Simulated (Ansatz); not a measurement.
An input meant for the cluster SrS2 (charge 0, singlet).

```yaml
crystal:
  periodic: [false, false, false]
  atoms:
    - {symbol: Sr, position_ang: [-0.628073, -0.882001, -1.130681]}
    - {symbol: S, position_ang: [-0.624886, 0.459794, 1.072236]}
    - {symbol: S, position_ang: [1.252959, 0.422207, 0.058444]}
basis:
  gaussian: {orbitals: def2-TZVP, fitting: {mean_field: def2-universal-jkfit}}
hamiltonian: {xc: {name: TPSS}}
output: {forces: true}
```

```sh
$ ansatz run in.yaml --threads 4 --pin off --events-out ev --progress --plain --max-ram 3916MiB
```

Output, abridged:

```
Error: YAML parse error: error: line 9 column 19: hamiltonian.xc: no functional is named "TPSS"; the names, which are not case-sensitive, are SVWN5, SPW92, PBE, PBE0, PBEsol, revPBE, revPBE0, RPBE, rPW86-PBE, HSE06, wPBEh, LC-wPBE, HISS, HF, BLYP, B3LYP, B3LYP5, BHLYP, CAM-B3LYP, r2SCAN, r2SCANh, r2SCAN0, r2SCAN50, m-r2SCAN, B97, wB97, wB97X, wB97X-V, B97M-V, wB97M-V, B2PLYP, B2GP-PLYP, PBE0-DH, PBE-QIDH
 7 | basis:
 8 |   gaussian: {orbitals: def2-TZVP, fitting: {mean_field: def2-universal-jkfit}}
 9 | hamiltonian: {xc: {name: TPSS}}
10 | output: {forces: true}
```

In this input the method's name isn't one that the program takes here. The input was rejected before any iteration.
